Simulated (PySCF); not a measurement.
A geometry optimisation on `C[BH2-][AsH3+]`.

Computed with PBE0-D3(BJ)/def2-SVP geometry optimisation, gas phase (PySCF 2.14.0). Start geometry: GFN2-xTB. A driver script takes a list of jobs; this job's settings line and coordinates (Å) are shown.

Input:
```
{"job": {"xc": "PBE0", "basis": "def2-SVP", "d3": "d3bj", "grid": 1, "maxiter": 30, "shake": 0.01, "kind": "geom"}, "charge": 0, "multiplicity": 1}
C     -1.432000     0.320900    -0.282470
B     -0.515640    -0.514930     0.705180
As     1.461670    -0.106270    -0.075840
H     -2.463200     0.271500     0.004230
H     -1.206050     1.404300    -0.292960
H     -1.394030     0.006760    -1.324280
H     -0.398380    -0.107530     1.821540
H     -0.569250    -1.687790     0.617190
H      1.809020    -0.311900    -1.484240
H      2.807160    -0.606610     0.402260
H      1.938820     1.305740    -0.106270
```

Output:
```
step   0  E = -2302.92351652  max force = 0.021448
step   1  E = -2302.93048970  max force = 0.007181
step   2  E = -2302.93086671  max force = 0.001612
step   3  E = -2302.93094778  max force = 0.000812
step   4  E = -2302.93099024  max force = 0.001162
step   5  E = -2302.93102068  max force = 0.000846
step   6  E = -2302.93103434  max force = 0.000339
optimisation converged
```

Energies in Eh; «max force» is the largest Cartesian gradient component in Eh/bohr.

Question: How much energy does the optimisation release, in kcal/mol?

Answer: E(step 0) − E(last step) = 0.007518 Eh, which is 4.7 kcal/mol.

In short: final energy -2302.93103 Eh after 6 steps; dipole 3.65 D.

Question: Give the final coordinates.

Answer: 0.157 Å rms from the input after alignment:
```
atom  x, y, z in Å
C1    -1.4786    0.3858   -0.3218
B2    -0.4467   -0.4337    0.5995
As3    1.5023   -0.0850   -0.0693
H4    -2.4936    0.1881    0.0639
H5    -1.3431    1.4794   -0.2902
H6    -1.4833    0.0749   -1.3796
H7    -0.3246   -0.0601    1.7607
H8    -0.4680   -1.6556    0.5041
H9     1.8835   -0.4463   -1.4882
H10    2.6209   -0.7932    0.6547
H11    2.0670    1.3181   -0.0468
```

Question: How long does this job take on one thread of an Arm Neoverse V2, no GPU (shared host)? And the peak memory of the process?

Answer: About 22 s, with 0.41 GiB resident at the peak, the Python interpreter and its libraries included.
Labels such as C1 count atoms from 1, the log's own numbers from 0.
